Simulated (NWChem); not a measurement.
System: thionyl fluoride (SOF2); SMILES O=S(F)F

Input file for NWChem:

```
start job
memory heap 200 mb stack 900 mb global 1100 mb
geometry units angstroms noautoz
  O      0.005986    -1.371071    -0.389891
  S      0.000753    -0.172811     0.403403
  F      1.165575     0.780066    -0.186427
  F     -1.172333     0.769866    -0.186440
end
basis spherical
  * library def2-svp
end
dft
  xc b3lyp
  iterations 150
  mulliken
end
task dft energy
```

Excerpt of the output:

```
             Northwest Computational Chemistry Package (NWChem) 7.3.0
             --------------------------------------------------------

 CS  symmetry detected

                             Geometry "geometry" -> ""
                             -------------------------

 Output coordinates in angstroms (scale by  1.889725989 to convert to a.u.)

  No.       Tag          Charge          X              Y              Z
 ---- ---------------- ---------- -------------- -------------- --------------
    1 O                    8.0000    -0.36352222    -1.38328485     0.00000000
    2 S                   16.0000     0.40715732    -0.17034511     0.00000000
    3 F                    9.0000    -0.20035219     0.76621114     1.16896513
    4 F                    9.0000    -0.20035219     0.76621114    -1.16896513

 Effective nuclear repulsion energy (a.u.)     190.8287780799

      Symmetry information
      --------------------

 Group name             Cs
 Group number              2
 Group order               2
 No. of unique centers     3

                                 NWChem DFT Module
                                 -----------------

 Summary of "ao basis" -> "ao basis" (spherical)
 ------------------------------------------------------------------------------
       Tag                 Description            Shells   Functions and Types
 ---------------- ------------------------------  ------  ---------------------
 O                          def2-svp                 6       14   3s2p1d
 S                          def2-svp                 8       18   4s3p1d
 F                          def2-svp                 6       14   3s2p1d

      Symmetry analysis of basis
      --------------------------

        a'         37
        a"         23

            General Information
            -------------------
          SCF calculation type: DFT
          Wavefunction type:  closed shell.
          No. of atoms     :     4
          No. of electrons :    42
           Alpha electrons :    21
            Beta electrons :    21
          Charge           :     0
          Spin multiplicity:     1
          Use of symmetry is: on ; symmetry adaption is: on
          Maximum number of iterations: 150
          AO basis - number of functions:    60
                     number of shells:    26
          Convergence on energy requested:  1.00D-06
          Convergence on density requested:  1.00D-05
          Convergence on gradient requested:  5.00D-04

              XC Information
              --------------
                         B3LYP Method XC Potential
                     Hartree-Fock (Exact) Exchange  0.200
                        Slater Exchange Functional  0.800 local
                    Becke 1988 Exchange Functional  0.720 non-local
              Lee-Yang-Parr Correlation Functional  0.810
                  VWN I RPA Correlation Functional  0.190 local

             Grid Information
             ----------------
          Grid used for XC integration:  medium
          Radial quadrature: Mura-Knowles
          Angular quadrature: Lebedev.
          Tag              B.-S. Rad. Rad. Pts. Rad. Cut. Ang. Pts.
          ---              ---------- --------- --------- ---------
          O                   0.60       49           6.0       434
          S                   1.00       88           5.0       590
          F                   0.50       49           7.0       434
          Grid pruning is: on
          Number of quadrature shells:   186
          Spatial weights used:  Erf1

      Superposition of Atomic Density Guess
      -------------------------------------

 Sum of atomic energies:        -670.62349505

      Non-variational initial energy
      ------------------------------

 Total energy =    -671.474567
 1-e energy   =   -1311.308439
 2-e energy   =     449.005094
 HOMO         =      -0.341700
 LUMO         =       0.041552

      Symmetry analysis of molecular orbitals - initial
      -------------------------------------------------

  Numbering of irreducible representations:

     1 a'          2 a"

  Orbital symmetries:

     1 a'          2 a'          3 a"          4 a'          5 a'
     6 a'          7 a"          8 a'          9 a'         10 a"
    11 a'         12 a'         13 a"         14 a'         15 a'
    16 a"         17 a'         18 a"         19 a'         20 a"
    21 a'         22 a"         23 a'         24 a'         25 a'
    26 a"         27 a'         28 a'         29 a'         30 a"
    31 a'

     ---------------------------------------------
      Total Density - Mulliken Population Analysis
     ---------------------------------------------

    Atom       Charge   Shell Charges
 -----------   ------   -------------------------------------------------------
    1 O    8     8.86   1.99  1.13  0.72  3.03  1.96  0.01
    2 S   16    14.11   2.00  1.99  1.15  0.56  5.93  1.14  1.07  0.28
    3 F    9     9.52   1.99  1.14  0.80  3.43  2.15  0.00
    4 F    9     9.52   1.99  1.14  0.80  3.43  2.15  0.00

   convergence    iter        energy       DeltaE   RMS-Dens  Diis-err
 ---------------- ----- ----------------- --------- --------- ---------
 d= 0,ls=0.0,diis     1   -672.5369923698 -8.63D+02  3.62D-02  1.62D+00
 d= 0,ls=0.0,diis     2   -672.1390506252  3.98D-01  2.45D-02  5.90D+00
 d= 0,ls=0.0,diis     3   -672.6857869319 -5.47D-01  6.70D-03  3.21D-01
 d= 0,ls=0.0,diis     4   -672.7126022678 -2.68D-02  2.11D-03  5.15D-02
 d= 0,ls=0.0,diis     5   -672.7168805973 -4.28D-03  4.40D-04  2.39D-03
  Resetting Diis
 d= 0,ls=0.0,diis     6   -672.7170700026 -1.89D-04  4.96D-05  9.53D-06
 d= 0,ls=0.0,diis     7   -672.7170710688 -1.07D-06  9.57D-06  1.31D-07
 d= 0,ls=0.0,diis     8   -672.7170710702 -1.39D-09  4.49D-06  1.61D-07

         Total DFT energy =     -672.717071070163
      One electron energy =    -1309.701807939839
           Coulomb energy =      501.414265747937
    Exchange-Corr. energy =      -55.258306958196
 Nuclear repulsion energy =      190.828778079936

 Numeric. integr. density =       42.000000985914

                  Occupations of the irreducible representations
                  ----------------------------------------------

                     irrep           alpha         beta
                     --------     --------     --------
                     a'               14.0         14.0
                     a"                7.0          7.0

                       DFT Final Molecular Orbital Analysis
                       ------------------------------------

 Vector   19  Occ=2.000000D+00  E=-4.110119D-01  Symmetry=a'
              MO Center= -6.7D-02, -3.8D-01,  6.5D-14, r^2= 2.3D+00
   Bfn.  Coefficient  Atom+Function         Bfn.  Coefficient  Atom+Function
  ----- ------------  ---------------      ----- ------------  ---------------
     5      0.398369  1 O  py                36     -0.288164  3 F  px
    50     -0.288164  4 F  px                 8      0.267590  1 O  py
    22     -0.233592  2 S  px                18     -0.207761  2 S  s
    39      0.205961  3 F  px                53      0.205961  4 F  px
    25     -0.143475  2 S  px                 4     -0.134452  1 O  px

 Vector   20  Occ=2.000000D+00  E=-3.845289D-01  Symmetry=a"
              MO Center= -2.5D-01, -7.4D-01,  3.2D-15, r^2= 1.8D+00
   Bfn.  Coefficient  Atom+Function         Bfn.  Coefficient  Atom+Function
  ----- ------------  ---------------      ----- ------------  ---------------
     6      0.529291  1 O  pz                 9      0.365545  1 O  pz
    37     -0.263428  3 F  py                51      0.263428  4 F  py
    40      0.186406  3 F  py                54     -0.186406  4 F  py
    27      0.148051  2 S  pz                29     -0.110235  2 S  d -1
    24      0.103212  2 S  pz                21      0.056553  2 S  pz

 Vector   21  Occ=2.000000D+00  E=-3.402360D-01  Symmetry=a'
              MO Center=  4.4D-02, -5.3D-01,  2.8D-15, r^2= 2.1D+00
   Bfn.  Coefficient  Atom+Function         Bfn.  Coefficient  Atom+Function
  ----- ------------  ---------------      ----- ------------  ---------------
     4      0.469249  1 O  px                18     -0.408975  2 S  s
     7      0.348217  1 O  px                17     -0.233612  2 S  s
    22     -0.205624  2 S  px                16      0.177633  2 S  s
    36     -0.170467  3 F  px                50     -0.170467  4 F  px
    25     -0.145121  2 S  px                39      0.137945  3 F  px

 Vector   22  Occ=0.000000D+00  E=-5.163376D-02  Symmetry=a"
              MO Center=  3.6D-01, -3.2D-01,  2.9D-15, r^2= 1.8D+00
   Bfn.  Coefficient  Atom+Function         Bfn.  Coefficient  Atom+Function
  ----- ------------  ---------------      ----- ------------  ---------------
    27      0.834919  2 S  pz                24      0.447676  2 S  pz
     9     -0.340667  1 O  pz                 6     -0.317658  1 O  pz
    35     -0.253340  3 F  s                 49      0.253340  4 F  s
    21      0.230086  2 S  pz                40      0.180299  3 F  py
    54     -0.180299  4 F  py                37     -0.168192  3 F  py

 Vector   23  Occ=0.000000D+00  E=-4.783878D-03  Symmetry=a'
              MO Center=  3.3D-01, -3.2D-02,  3.4D-15, r^2= 1.9D+00
   Bfn.  Coefficient  Atom+Function         Bfn.  Coefficient  Atom+Function
  ----- ------------  ---------------      ----- ------------  ---------------
    26      0.905855  2 S  py                23      0.396088  2 S  py
    17      0.382690  2 S  s                  3      0.353756  1 O  s
     7      0.301290  1 O  px                35     -0.264008  3 F  s
    49     -0.264008  4 F  s                 41      0.259081  3 F  pz
    55     -0.259081  4 F  pz                38     -0.254723  3 F  pz

[...]
```

Level: B3LYP/def2-SVP. All runs use the structure optimised with PBE0/def2-SVP.
